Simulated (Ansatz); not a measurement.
Species: ScF$_{2}$, charge 0, multiplicity 2. The spin state was set by rule; other spins were not relaxed. 
Structure (B3LYP-D3(BJ)/def2-TZVP (Ansatz, an electronic-structure program) minimum search):
```xyz
3

Sc     0.3640     0.1770     0.1193
F     -0.6480     0.9645    -1.1956
F     -0.2013    -1.3776     0.9174
```
Charge 0, spin multiplicity 2.

Basis-set convergence of Hartree-Fock and CCSD(T) correlation energies (hartree) with Ansatz. Valence correlation only, unless marked. UHF or UKS for open shells. No spin-orbit coupling. The frozen core is the preceding noble-gas configuration, with the filled d and f shells of earlier blocks. Non-relativistic.

```
basis        functions       E(HF)  E(corr, CCSD(T))
-----------  ---------  ----------  ----------------
def2-SVPD           80  -958.55191          -0.46302
def2-TZVPPD        147           ?                 ?
```

Task: Complete the blanks.

Result: 
- def2-TZVPPD, E(HF): -958.88822
- def2-TZVPPD, E(corr, CCSD(T)): -0.58826
